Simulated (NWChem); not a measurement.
System: SiOF3, doublet; SMILES [O][Si](F)(F)F

```xyz
5

O      0.0018    -1.6909    -0.0802
Si     0.0193    -0.0186    -0.0057
F      1.0524     0.5385     1.0931
F     -1.4868     0.3843     0.3957
F      0.4185     0.6538    -1.4104
```
Atoms are numbered in this order, from 1.

All runs: NWChem. Spin-unrestricted. The radical's symmetric form is orbitally degenerate, so geometry and low modes hang on which distorted state is reached. Coordinates come from a PBE-D3(BJ)/def2-SVP, spin-unrestricted optimisation. No stability test was run on the SCF state. Fermi-contact couplings, non-relativistic, static geometry.

```
level           A(iso) 17O atom 1 (MHz)  A(iso) 29Si atom 2 (MHz)  A(iso) 19F atom 3 (MHz)  A(iso) 19F atom 4 (MHz)  A(iso) 19F atom 5 (MHz)   <S²>
--------------  -----------------------  ------------------------  -----------------------  -----------------------  -----------------------  -----
PBE0/IGLO-II                      -23.2                      50.5                     -5.6                     22.3                     -5.4  0.752
TPSSh/IGLO-II                     -12.2                      44.4                     -5.7                     15.3                     -5.5  0.752
TPSSh/IGLO-III                    -38.8                      43.9                     -2.9                     29.1                     -2.6  0.753
```
